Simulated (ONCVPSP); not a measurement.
**Au (Z = 79) ONCV: all-electron and pseudo phase curves**

```
Element                 : gold (Au)
Generator               : ONCVPSP 4.0.1
Type                    : optimised norm-conserving Vanderbilt (ONCV)
Functional              : PBEsol
Relativity              : scalar-relativistic
Frozen core             : [Kr] 4d10 4f14
Valence charge          : 19
Reference configuration : 5s2 5p6 5d10 6s0.5 (charge +0.5)
Partial waves           : 5s+6s: rc 1.35 bohr, ncon 4, nbas 9, qcut 10 1/bohr, 3 projectors, debl 3.1 Ha; 5p: rc 1.00 bohr, ncon 4, nbas 8, qcut 8.6 1/bohr, 2 projectors, debl 3.2 Ha; 5d: rc 2.25 bohr, ncon 4, nbas 8, qcut 7.1 1/bohr, 3 projectors, debl 0.3 Ha
Local potential         : polynomial inside 0.95 bohr (lpopt 5, dvloc0 0 Ha)
Core correction         : polynomial model core, fcfact 0.25
```

In the d channel the program set the typed energies aside and used -0.404, 0.250, 0.550 Ha.

The phase is arctan(r·R′/R) of the radial function R(r), unwrapped; energies in Ha, scanned from -6 to 5 Ha. A pole is an energy at which the radial function vanishes at the test radius. The pseudo phase is shifted by a multiple of π to meet the all-electron one at the reference energy, and phase errors are pseudo minus all-electron; the curves can meet again beyond the range given. Levels narrower than the energy grid can be missing from the lists of poles.

Task: For each channel, where are the poles, and over which energies does the pseudopotential scatter like the atom?

Result:

| channel | radius (bohr) | reference energy (Ha) | poles, all-electron | poles, pseudo | unbroken range about the reference energy with phases within 0.05 rad | phase error 1 Ha above the reference energy (rad) |
| --- | --- | --- | --- | --- | --- | --- |
| s | 1.37 | -0.35 | -3.10 | -3.10 | below 3.2 | -0.000 |
| p | 1.02 | -2.35 | none | none | the whole range | -0.000 |
| d | 2.28 | -0.40 | -0.08, 4.23 | -0.08, 4.22 | the whole range | -0.000 |

Note: no bound ghost flagged; GHOST(+) flagged for s at 88.3 eV, p at 322.3 eV.

Phases in the d channel:

```tsv
E (Ha)	all-electron	pseudo
-5.96	1.423	1.423
-5.68	1.419	1.419
-5.40	1.414	1.414
-5.12	1.409	1.409
-4.84	1.403	1.403
-4.56	1.397	1.397
-4.28	1.390	1.390
-4.00	1.382	1.382
-3.72	1.373	1.373
-3.44	1.363	1.363
-3.16	1.351	1.351
-2.88	1.336	1.336
-2.60	1.318	1.318
-2.32	1.296	1.296
-2.04	1.267	1.267
-1.76	1.226	1.226
-1.48	1.162	1.162
-1.20	1.046	1.046
-0.92	0.754	0.754
-0.64	-0.330	-0.330
-0.36	-1.298	-1.298
-0.08	-1.573	-1.573
0.20	-1.714	-1.714
0.48	-1.833	-1.833
0.76	-1.980	-1.980
1.04	-2.223	-2.223
1.32	-2.735	-2.735
1.60	-3.555	-3.555
1.88	-4.081	-4.081
2.16	-4.321	-4.321
2.44	-4.447	-4.447
2.72	-4.525	-4.525
3.00	-4.579	-4.579
3.28	-4.619	-4.619
3.56	-4.651	-4.652
3.84	-4.679	-4.679
4.12	-4.703	-4.704
4.40	-4.726	-4.728
4.68	-4.749	-4.752
4.96	-4.772	-4.777
```
